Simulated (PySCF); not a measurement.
**Stationary points of WNCl2**

Level of theory: PBE0 in PySCF with W def2-TZVP with ECP60, N def2-TZVP, Cl def2-TZVP; scalar-relativistic core potentials, no spin–orbit coupling; density-fitted integrals.

Relaxations began from a few typed shapes; open shells are unrestricted. The search is not exhaustive: other isomers or separated fragments can lie lower, and high-lying points may rest on an excited occupation.

Task: Which is the lowest minimum found?
A. doublet Cs: W–Cl 2.262 Å (×2), W–N 1.654 Å; Cl–W–Cl 134.3°, Cl–W–N 108.8° (×2)
B. doublet C2v: W–Cl 2.266 Å (×2), W–N 1.654 Å; Cl–W–Cl 140.9°, Cl–W–N 109.6° (×2)

Result: A. The others lie at 1.0 (doublet C2v, a saddle point) kJ/mol above it.

Formally W is in oxidation state +5, d1, with 1 unpaired electron. The Mulliken spin on W is 1.20. The polar-tensor charge on W, 1.49, is far below the formal one.

For the lowest minimum: with open d or f shells other occupations or spin states may lie lower. Spin–orbit coupling, left out here, can matter for elements this heavy.
